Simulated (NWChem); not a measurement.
Species: CsCl; SMILES [Cs][Cl]

```xyz
2

Cs     0.0000     0.0000    -0.6933
Cl     0.0000     0.0000     2.2429
```
Atoms are numbered in this order, from 1.

Program: NWChem. Medium grid unless said otherwise, to which SCAN and Minnesota functionals are sensitive. Coordinates come from a PBE0/def2-SVP optimisation. def2 effective core potentials on Cs; no spin-orbit coupling. Total energies of different functionals are on different scales.

```
level                                                               energy (Ha)  highest occupied level (eV)  orbital gap (eV)  dipole (D)
------------------------------------------------------------------  -----------  ---------------------------  ----------------  ----------
B3LYP/def2-SVP                                                        -480.3083                        -5.36              3.96        9.73
PBE/def2-SVP                                                          -480.1023                        -4.43              2.77        9.40
CAM-B3LYP/def2-SVP                                                    -480.2698                        -6.89              6.11       10.03
M06/def2-SVP                                                          -480.2428                        -5.57              3.21        9.85
LC-wPBE (HJS exchange hole, range parameter 0.4 per bohr)/def2-SVP    -480.1679                        -8.29              8.08       10.48
PW6B95/def2-SVP                                                       -480.6312                        -5.68              4.34        9.89
SCAN/def2-SVP                                                         -480.3319                        -4.60              3.51        9.98
LDA (Slater exchange, VWN5)/def2-SVP                                  -478.7296                        -4.56              2.90        9.21
M06-L/def2-SVP                                                        -480.2935                        -4.51              2.04       10.16
TPSS/def2-SVP                                                         -480.3174                        -4.49              2.97        9.67
MN15/def2-SVP                                                         -480.1176                        -6.16              5.88       10.04
```
